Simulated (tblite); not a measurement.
C₂H₅OS (SMILES [CH2]S(C)=O), doublet, at a GFN2-xTB geometry; tblite 0.6.0 with IPEA1-xTB.

Here is a job for tblite.
```
$ tblite run mol.xyz --method ipea1 --charge 0 --spin 1 --json tblite.json --no-restart

# file mol.xyz
9

C      1.16525674    -0.54297502     0.90922291
S      0.14934259    -0.10289399    -0.41483636
C     -1.50488595    -0.46057734     0.37933940
O      0.22105396     1.34343173    -0.60477129
H      1.27605910    -1.59816656     1.08077406
H      2.01109037     0.08626435     1.11641323
H     -1.61679546     0.18611660     1.24121374
H     -1.51950128    -1.50492909     0.66386570
H     -2.27099045    -0.24912121    -0.35808836
```

Output, abridged:

```
xTB calculator
 | screened Coulomb repulsion
 | Coulomb electrostatics
 |  * isotropic Klopman-Ohno-Mataga-Nishimoto electrostatics
 |  * onsite third-order electrostatics
 | DFT-D3(BJ) dispersion correction

halogen bonding energy    0.0000000000000E+00 Eh
repulsion energy          1.8405908766579E-01 Eh
dispersion energy        -2.7272528190308E-03 Eh
number of electrons       2.5000000000000E+01 e
integral cutoff           4.0000000000000E+01 bohr

------------------------------------------------------------
  cycle        total energy    energy error   density error
------------------------------------------------------------
      1     -15.77059975984  -1.5951932E+01   4.9771936E-01
      2     -15.87236641983  -1.0176666E-01   2.7403109E-01
      3     -15.85572117947   1.6645240E-02   2.3658862E-01
      4     -15.97147390961  -1.1575273E-01   3.4499120E-02
      5     -15.97596150580  -4.4875962E-03   9.4184067E-03
      6     -15.97615924128  -1.9773548E-04   4.8754109E-03
      7     -15.97620610444  -4.6863157E-05   2.7102047E-03
      8     -15.97621500064  -8.8962003E-06   5.3756700E-04
      9     -15.97621585438  -8.5373915E-07   3.2343459E-05
     10     -15.97621585564  -1.2627659E-09   2.3103062E-05
     11     -15.97621585754  -1.8985453E-09   3.3742580E-06
------------------------------------------------------------

electronic energy        -1.6157547692386E+01 Eh
total energy             -1.5976215857540E+01 Eh

Post processing:
 | Mayer-Wiberg bond orders

[Info] JSON dump of results written to 'tblite.json'
```
